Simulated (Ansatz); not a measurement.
Reaction (ligand exchange at a Zn–C bond): `[ZnH][CH2]C1CO1` + `[OH][GeH3]` → `[ZnH][O][GeH3]` + `CC1CO1`

Calculated with Ansatz (gas phase, PBE0-D4/def2-TZVP geometries, no zero-point term in ΔE). CCSD(T)/CBS adds triple-zeta CCSD(T) − MP2 to the extrapolated MP2 energy (def2 sets, frozen cores). DFT in def2-TZVPP. B3LYP here is the variant with VWN-RPA as its local correlation; programs differ in this. For Ge, Zn outer-core shells are correlated without core-valence functions, which leaves a few kJ/mol of doubt a bond. Scalar relativity is left out up to krypton. Each species was taken in one conformer, which may not be the lowest.

Problem. Is it downhill or uphill in electronic energy at CCSD(T)/CBS, and by how much? (Estimate.)

Solution. Ansatz gave: Downhill: ΔE = -76.8 kJ/mol.

Problem. What do these levels give: r2SCAN-D4, ωB97M-V, B3LYP, HF/def2-TZVPP, CCSD/def2-TZVPP, CCSD/CBS(def2)? (An estimate is asked.)

Solution. Ansatz gave: r2SCAN-D4 -75.9, ωB97M-V -70.3, B3LYP -82.3, HF/def2-TZVPP -96.7, CCSD/def2-TZVPP -78.1, CCSD/CBS(def2) -80.1 kJ/mol.

Largest T1 diagnostic among the species: 0.016.

The D4 term adds +4.3 kJ/mol with B3LYP and +2.2 kJ/mol with PBE0; it sums over pairs of atoms, weighted by their polarisabilities, and B3LYP, whose exchange is more repulsive, gets the larger term. In def2-TZVPP, CCSD(T) changes the Hartree–Fock value by +22.0 kJ/mol (the triples alone add +3.3 kJ/mol) and MP2 by +21.2 kJ/mol.
